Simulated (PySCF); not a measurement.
## C7H8N: g tensor and hyperfine couplings

C₇H₈N (doublet state).
Geometry (GFN2-xTB, Å), atoms numbered from 1 in this order:
```xyz
16
C7H8N angstrom
C      2.824   -1.101    0.421
C      1.829   -0.513    0.103
C      0.643    0.233   -0.255
C      0.718    1.714    0.131
C     -0.333    1.997    0.852
C     -1.229    0.853    1.122
N     -0.532   -0.268    0.478
C     -1.358   -1.178   -0.266
H      3.690   -1.628    0.691
H      0.498    0.180   -1.349
H      1.517    2.342   -0.209
H     -1.329    0.661    2.196
H     -2.233    1.010    0.703
H     -1.845   -0.710   -1.137
H     -0.739   -2.004   -0.617
H     -2.129   -1.578    0.392
```

The hyperfine couplings belong to this conformer and change with its torsions.

As a line formula: `C#C[C@@H]1C=[C]CN1C` [radical].

The calculation used UKS B3LYP, pcH-1 on C H N, non-relativistic, mean-field spin-orbit, GIAO in PySCF. Geometry: GFN2-xTB; no solvent, vibrations or thermal averaging. A GFN2-xTB geometry isn't a minimum of the functional, and hyperfine couplings can be far from their values at a DFT geometry. No stability test was run, so a lower SCF solution isn't excluded.

```json
{
 "g1, g2, g3": "2.00186, 2.00217, 2.00253",
 "g_iso": "2.00219",
 "Form of g": "rhombic: the two nearest values differ by 46 % of g3 − g1",
 "⟨S²⟩": "0.7592 (exact 0.7500)",
 "Total energy": "-326.13178 Eh"
}
```

Isotropic coupling and dipolar principal values T1 to T3, in mT (MHz turned into mT with g_iso):

```tsv
atom	isotope	a_iso	T1	T2	T3	Mulliken spin population
C1	13C	0.10	-0.10	-0.08	0.18	0.04
C2	13C	-0.36	-0.08	0.00	0.08	-0.02
C3	13C	2.44	-0.27	-0.22	0.49	0.07
C4	13C	0.76	-0.74	0.04	0.69	-0.13
C5	13C	14.58	-2.73	-2.01	4.74	0.98
C6	13C	1.72	-0.24	-0.22	0.46	-0.01
N7	14N	0.17	-0.13	-0.12	0.25	0.05
C8	13C	-0.07	-0.03	-0.03	0.06	0.00
H9	1H	-0.10	-0.06	-0.01	0.07	0.00
H10	1H	-0.15	-0.14	-0.05	0.19	0.00
H11	1H	1.45	-0.21	-0.17	0.38	0.02
H12	1H	0.12	-0.25	-0.17	0.42	0.00
H13	1H	0.36	-0.25	-0.17	0.43	0.00
H14	1H	0.12	-0.06	-0.04	0.10	0.00
H15	1H	0.54	-0.06	-0.02	0.07	0.01
H16	1H	-0.01	-0.06	-0.04	0.09	0.00
```

The largest Mulliken spin populations are on C5 (+0.98), C4 (-0.13) and C3 (+0.07). C5 is the only atom above +0.15.

Axes: g1 points within 12° of the C4–H11 bond.

Under fast tumbling the dipolar parts average out, and these isotropic splittings remain (the largest six): 1 × 1H (H11, I = 1/2, 2 lines) with 1.45 mT, 1 × 1H (H13, I = 1/2, 2 lines) with 0.36 mT, 3 × 1H (H14/H15/H16, I = 1/2, 4 lines) with 0.22 mT, 1 × 14N (N7, I = 1, 3 lines) with 0.17 mT, 1 × 1H (H10, I = 1/2, 2 lines) with 0.15 mT and 1 × 1H (H12, I = 1/2, 2 lines) with 0.12 mT.

Class means assume fast exchange of nuclei equivalent by connectivity; if that motion is slow, each nucleus keeps its own coupling. The three 1H nuclei of mean +6.1 MHz run from -0.3 to 15.1 MHz in the frozen geometry.

The 13C coupling of C5 (408.7 MHz) shows only in satellite lines or after enrichment, since that isotope makes up about 1.07 % of natural carbon.
